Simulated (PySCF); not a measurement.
Compound: H7NOSeSi2.
Numbering: `[NH2:1][Si@H:2]([OH:3])[Se:4][SiH3:5]` (hydrogens: H6, H7 on N1; H8 on Si2; H9 on O3; H10, H11, H12 on Si5)

Method: PBE0-D3(BJ)/def2-SVP geometry optimisation, gas phase (PySCF); density fitting, grid level 1; the optimiser is geomeTRIC in internal coordinates, started from a GFN2-xTB structure with every atom displaced at random (about 0.01 Å).

Step 0: E = -84725.3540 eV
```
atom  x, y, z in Å  |  force x, y, z in eV/Å
N1     -2.0960   -0.9264    1.0976   -1.081   0.178  -0.665
Si2    -1.0312    0.0067    0.1347    1.101  -0.112   0.848
O3     -1.0136   -0.5402   -1.3934   -0.220   0.593  -0.951
Se4     1.0116   -0.3159    1.2256   -0.799  -0.315   0.349
Si5     2.3705    0.7373   -0.2210   -0.321   0.048   0.693
H6     -3.1003   -0.8943    0.8539    0.716  -0.083   0.193
H7     -1.9825   -0.9085    2.0923    0.079  -0.050   0.669
H8     -1.2120    1.4397   -0.0962   -0.236   0.474   0.152
H9     -0.8513   -1.4571   -1.5462    0.180  -1.039  -0.125
H10     1.9618    2.1391   -0.3018    0.004   0.618  -0.195
H11     2.2836    0.0933   -1.5068    0.107  -0.344  -0.999
H12     3.6951    0.5932    0.3957    0.468   0.031   0.031
```

Step 1: E = -84725.4900 eV
```
atom  x, y, z in Å  |  force x, y, z in eV/Å
N1     -2.0989   -0.8515    1.0878    0.313  -0.044   0.314
Si2    -0.9510    0.0162    0.1583   -0.380   0.057   0.009
O3     -0.9523   -0.5341   -1.4060    0.103  -0.227  -0.030
Se4     0.9606   -0.3340    1.3358    0.282   0.060  -0.167
Si5     2.2977    0.7225   -0.2000    0.100  -0.067   0.030
H6     -3.0252   -1.0420    0.7481   -0.390  -0.001  -0.136
H7     -2.0576   -0.8239    2.1019   -0.048  -0.066  -0.099
H8     -1.1937    1.4750    0.0020    0.111   0.020  -0.095
H9     -0.8106   -1.4840   -1.5243   -0.012   0.241   0.067
H10     1.9923    2.1790   -0.3161   -0.045   0.000   0.024
H11     2.1837    0.1009   -1.5555   -0.042   0.002   0.076
H12     3.6903    0.5428    0.3024    0.008   0.026   0.008
```

Question: Estimate the geometry and energy of step 2. (The exact step hangs on the optimiser's Hessian estimate; all steps are aligned on step 1, rigid shifts and turns removed.)

Answer: E = -84725.5122 eV, largest force 0.160 eV/Å
```
atom  x, y, z in Å  |  force x, y, z in eV/Å
N1     -2.1239   -0.8503    1.0957    0.045  -0.017  -0.011
Si2    -0.9609    0.0015    0.1601   -0.142   0.026   0.069
O3     -0.9653   -0.5580   -1.3999    0.029  -0.051  -0.016
Se4     0.9916   -0.3621    1.3012    0.007  -0.010  -0.081
Si5     2.3228    0.7337   -0.2028    0.000   0.000   0.021
H6     -3.0664   -1.0055    0.7531    0.046   0.073   0.005
H7     -2.0838   -0.8399    2.1080   -0.017  -0.037   0.004
H8     -1.1573    1.4646   -0.0235    0.038  -0.003  -0.018
H9     -0.8269   -1.5057   -1.5040    0.015   0.012   0.013
H10     1.9817    2.1849   -0.2877   -0.008   0.001   0.003
H11     2.2049    0.1310   -1.5627   -0.002  -0.005   0.005
H12     3.7190    0.5727    0.2970   -0.010   0.010   0.008
```

The energy changes by -0.0222 eV. The first-order estimate −F·Δx gives -0.0363 eV and the mean of the old and new forces, exact on a quadratic surface, -0.0219 eV. The step makes an angle of 72° with the force vector and moves no atom by more than 0.055 Å.

What follows is the cost of the whole optimisation. The run took 2.4 min on one thread of an Intel Xeon Platinum 8375C at 2.90 GHz, no GPU, shared host with 96 logical CPUs at a one-minute load of 46, and the process peaked at 0.56 GiB of memory.
